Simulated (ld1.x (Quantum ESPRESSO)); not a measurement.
Transferability test, TM potential for Hf

hafnium (Hf), norm-conserving Troullier–Martins (Kleinman–Bylander form), made with ld1.x (Quantum ESPRESSO) 7.5 (revPBE, scalar-relativistic). Core [Kr] 4d10 4f14 5s2, reference 5p6 5d2 6s2 6p0. Waves: 6s (bound): rc 2.20 bohr; 5d (bound): rc 2.75 bohr; 5p (bound): rc 1.95 bohr. Local part: the p channel. Core correction: none.

Energies are relative to the spin-unpolarised reference configuration 5p6 5d2 6s2 6p0; without spin polarisation the order of configurations can differ from experiment. The frozen-core shift is the all-electron ΔE with the core orbitals held at their reference shape minus the fully relaxed ΔE.

(1) Give the all-electron excitation energy and the error of the potential for: 5p6 5d2 6s1 6p0; 5p6 5d2 6s0 6p0; 5p6 5d1 6s0 6p0; 5p6 5d2 6s0 6p1; 5p6 5d2.5 6s1.5 6p0; 5p6 5d2 6s1 6p1; 5p6 5d2 6s0 6p2.

Note: ghost state, extra bound levels that the all-electron valence spectrum of the same l lacks: s at -24.2 eV. A true bound ghost makes a file unfit for plane-wave use.

## Answers

(1)

| valence configuration | charge | ΔE all-electron (eV) | error AE − PS (meV) | frozen-core shift (meV) |
| --- | --- | --- | --- | --- |
| 5p6 5d2 6s1 6p0 | +1 | 7.903 | -1.9 | +3.5 |
| 5p6 5d2 6s0 6p0 | +2 | 21.935 | +21 | +13 |
| 5p6 5d1 6s0 6p0 | +3 | 43.610 | +65 | +86 |
| 5p6 5d2 6s0 6p1 | +1 | 12.541 | +143 | +6.5 |
| 5p6 5d2.5 6s1.5 6p0 | 0 | 1.254 | -3.2 | +3.7 |
| 5p6 5d2 6s1 6p1 | 0 | 3.801 | +86 | +1.6 |
| 5p6 5d2 6s0 6p2 | 0 | 7.789 | +197 | +4.4 |
